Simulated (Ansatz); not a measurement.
Reaction (cleavage of the Si–Sn bond): `[SiH3][SnH2][SiH3]` + `[OH][GeH2][OH]` → `[OH][GeH2][O][SiH3]` + `[SiH3][SnH3]`

Gas-phase electronic energies from Ansatz, PBE0-D4/def2-TZVP geometries. CCSD(T)/CBS is the MP2 limit (def2-TZVPP, def2-QZVPP) plus CCSD(T) − MP2 in def2-TZVPP, frozen cores. Functionals use def2-TZVPP. Elements past krypton have def2 core potentials. For Ge, Sn outer-core shells are correlated without core-valence functions, which leaves a few kJ/mol of doubt a bond. Scalar relativity is left out up to krypton. One conformer a species, not always the lowest.

CCSD(T)/CBS gives -16.7 kcal/mol.

(1) Another level gave -17.9 kcal/mol. Which?
A. ωB97X-V/def2-TZVPP
B. CCSD/def2-TZVPP
C. PBE-D4/def2-TZVPP
D. PBE0/def2-TZVPP

Largest T1 diagnostic among the species: 0.013.

## Answers

(1) A. ωB97X-V -17.9, PBE-D4 -12.2, PBE0 -14.0, CCSD/def2-TZVPP -18.9 kcal/mol.

From PBE to PBE0 (25 % exact exchange), in def2-TZVPP and without D4, ΔE moves by −1.8 kcal/mol. In def2-TZVPP, CCSD(T) changes the Hartree–Fock value by +5.8 kcal/mol (the triples alone add +0.8 kcal/mol) and MP2 by +5.8 kcal/mol.
